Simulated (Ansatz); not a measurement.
`[SiH3][GaH2]`. Total charge 0; spin multiplicity 1. Correlated methods include outer-core shells of Ga, which these sets cover unevenly. Scalar relativity is left out up to krypton.

Cartesian coordinates in Å:
```
Si 0.7718 0.6663 0.1781
Ga -1.0226 -0.8840 -0.2743
H 0.3149 2.0801 0.0674
H 1.9386 0.4848 -0.7284
H 1.2497 0.4607 1.5768
H -2.4651 -0.6136 0.2922
H -0.7873 -2.1942 -1.1117
```

Task: Give the diagnostics of a CCSD(T)/def2-TZVPP run (frozen core, Ansatz). (Best estimate.)

Result: Ansatz gave: T1 = 0.0133, largest single amplitude 0.017, largest double 0.031, (T) share of the correlation energy 3.3 %, 9 CCSD cycles. The RHF solution is stable towards an unrestricted one. T1 lies under the customary mark of 0.02 for closed shells.
